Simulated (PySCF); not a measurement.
C2HCl3. Atoms are numbered in the order given.

```xyz
6

Cl     0.3504     2.2664     0.0000
C      0.9181     0.6388     0.0000
C      0.1107    -0.4318     0.0000
Cl    -1.6118    -0.3364     0.0000
Cl     0.7806    -2.0334     0.0000
H      2.0015     0.5172     0.0000
```
Charge 0, spin multiplicity 1.

Geometry: B3LYP-D3(BJ)/def2-SVP.

Calculation: ωB97X/def2-TZVP (PySCF).

Task: Estimate the frontier levels, gap, dipole moment and polarisability. (An estimate is asked for; the answer gives what the named calculation found.)

Result: 
```
Item                                                                                                           Result
---------------------------------------------------------------------------------------------  ----------------------
highest occupied level                                                                                       -9.68 eV
lowest empty level                                                                                            1.22 eV
orbital gap                                                                                                  10.90 eV
dipole moment                                                                                                  0.92 D
quadrupole, principal values (traceless, Buckingham form, about the centre of nuclear charge)  -2.13, -1.79, 3.92 D·Å
mean static polarisability                                                                       60.0 bohr³ (8.89 Å³)
polarisability, principal values                                                               36.4, 61.4, 82.1 bohr³
```
